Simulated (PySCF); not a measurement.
# J couplings in Zn(nPr)2

Geometry (Å), atoms numbered from 1 in this order:
```xyz
21

Zn    0.006   -0.017    0.005
C     0.026    0.019    1.964
C     0.946    1.071    2.587
C     0.936    1.061    4.110
H     0.306   -0.985    2.333
H    -1.010    0.178    2.319
H     0.663    2.079    2.235
H     1.984    0.922    2.237
H     1.263    0.084    4.502
H     1.600    1.832    4.534
H    -0.079    1.245    4.499
C    -0.018   -0.047   -1.954
C    -0.976   -1.059   -2.583
C    -0.965   -1.044   -4.106
H     1.011   -0.235   -2.314
H    -0.267    0.970   -2.311
H    -2.007   -0.874   -2.232
H    -0.732   -2.079   -2.234
H     0.040   -1.273   -4.496
H    -1.666   -1.781   -4.531
H    -1.247   -0.051   -4.492
```

Method: PBE/pcJ-1 (pcSseg-1 on Zn) (without the spin–dipole term)//PBE0-D3(BJ)/def2-SVP, PySCF 2.14; isolated molecule, single conformer, non-relativistic. Couplings are averaged over pairs made equivalent by symmetry, fast rotation or ring inversion, so a value needn't be that of the named pair in this geometry, while other rotamers aren't included; one pair stands for each set, and the list holds those of at least 1.5 Hz over up to four bonds.

Isotopes: 13C, 1H.

```
   pair  bonds  J (Hz)
 C2, C3      1       ?
 C2, H5      1   116.7
 C3, C4      1    29.1
 C3, H7      1   118.5
 C4, H9      1   119.6
 C2, C4      2    -2.4
C2, C12      2    16.4
 C3, H5      2    -3.8
 C3, H9      2    -2.9
 C4, H7      2       ?
 H5, H6      2       ?
 H7, H8      2       ?
H9, H10      2       ?
 C2, H9      3     5.7
 C4, H5      3     3.8
 H5, H7      3     9.8
 H7, H9      3     7.3
C2, C14      4       ?
```

Q: Estimate the withheld couplings, with signs.

A: 
- 1J(C2,C3) = 27.9 Hz (bond length 1.530 Å)
- 2J(C4,H7) = -2.2 Hz
- 2J(H5,H6) = -12.8 Hz
- 2J(H7,H8) = -13.4 Hz
- 2J(H9,H10) = -12.2 Hz
- 4J(C2,C14) = 2.0 Hz
